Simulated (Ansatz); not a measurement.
```yaml
crystal:
  periodic: [false, false, false]
  atoms:
    - {symbol: S, position_ang: [-0.148045, 1.623376, 0.234055]}
    - {symbol: Al, position_ang: [0.321632, -0.479949, 0.062084]}
    - {symbol: Cl, position_ang: [1.722593, -1.282058, 1.247294]}
    - {symbol: Cl, position_ang: [-0.979491, -1.644754, -1.053434]}
    - {symbol: H, position_ang: [-1.038707, 1.526971, -0.636432]}
basis:
  gaussian: {orbitals: pcseg-2}
hamiltonian: {xc: {name: revPBE0}}
scf: {lower_state_search: light}
```

```sh
$ ansatz run in.yaml --threads 4 --pin off --events-out ev --progress --plain --max-ram 10444MiB
```

It prints (some lines left out):

```
Functional definition: revPBE0
1151 factors; their error is unknown
mean field evaluation 1: about -42492.1100 eV, gradient 2.3e1 eV
mean field evaluation 2: about -42492.4983 eV, gradient 2.0e1 eV
mean field evaluation 4: about -42493.4053 eV, gradient 9.3e-1 eV
mean field evaluation 8: about -42493.6449 eV, gradient 1.2e-2 eV
mean field -42493.64485118 eV, -1561.6126450540 hartree, gradient 1.5e-5 eV, S^2 0.000000; 0 other end points of the search recorded, 0 dependent functions left out
reference -42493.64488999 eV, -1561.6126464800 hartree; 32, 32 occupied and 118, 118 virtual orbitals, 1151 factors
Total energy: -42493.64488999 eV, -1561.6126464800 hartree
```

Run time 1.1 s (4 threads of an Arm Neoverse V2 on a shared host); peak host memory 0.36 GiB.
